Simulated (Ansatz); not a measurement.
`[OH][SbH2]` + `N[SiH3]` → `[SiH3][NH][SbH2]` + H₂O at 600 K and 1 bar (ligand exchange at the Sb–O bond).

Calculated with Ansatz (gas phase, PBE0-D4/def2-TZVP geometries, no zero-point term in ΔE). CCSD(T)/CBS is the MP2 limit (def2-TZVPP, def2-QZVPP) plus CCSD(T) − MP2 in def2-TZVPP, frozen cores. This one scheme is used for every species. def2 core potentials past Kr. For Sb outer-core shells are correlated without core-valence functions, which leaves a few kJ/mol of doubt a bond.

```json
{"species": "`[OH][SbH2]`", "CCSD(T)/CBS energy (Eh)": "-316.98030", "H − E (kJ/mol)": "103.5", "S (J/(mol·K))": "324.2"}
{"species": "`N[SiH3]`", "CCSD(T)/CBS energy (Eh)": "-346.80422", "H − E (kJ/mol)": "170.6", "S (J/(mol·K))": "320.8"}
{"species": "`[SiH3][NH][SbH2]`", "CCSD(T)/CBS energy (Eh)": "-587.40566", "H − E (kJ/mol)": "197.8", "S (J/(mol·K))": "423.5"}
{"species": "H₂O", "CCSD(T)/CBS energy (Eh)": "-76.37941", "H − E (kJ/mol)": "76.8", "S (J/(mol·K))": "212.8"}
```

H − E and S are ideal-gas, rigid-rotor, harmonic terms from PBE0-D4/def2-TZVP, for one conformer and one mirror image of each species. 1 Eh = 2625.50 kJ/mol, R = 8.31446 J/(mol·K).

Task: By hand: ΔE, ΔH, ΔS and ΔG.

Result: ΔE = (-587.40566) + (-76.37941) − (-316.98030) − (-346.80422) = -0.00055 Eh = -1.4 kJ/mol. Δ(H − E) = 197.8 + 76.8 − 103.5 − 170.6 = 0.5, so ΔH = -0.9 kJ/mol. ΔS = 423.5 + 212.8 − 324.2 − 320.8 = -8.7 J/(mol·K). ΔG = -0.9 − 600 × (-8.7)/1000 = 4.3 kJ/mol.

Task: By hand: the equilibrium constant, and the temperature at which ΔG would vanish if ΔH and ΔS stayed fixed.

Result: log₁₀ K = −ΔG/(RT ln 10) = -0.4. ΔG = 0 at ΔH/ΔS = 103 K, though so small a ΔH makes that figure unsure.

TΔS isn't small against ΔH here. The sign of ΔG lies within the doubt. A doubt of 5 kJ/mol in ΔE shifts log₁₀ K by 0.4 here. Other conformers and mirror images would add mixing entropy, several J/(mol·K) or more a flexible species. These are equilibria of isolated gas molecules and say nothing of rates. Largest T1 diagnostic: 0.014 (customary marks: 0.02 for closed shells, 0.045 for open ones).
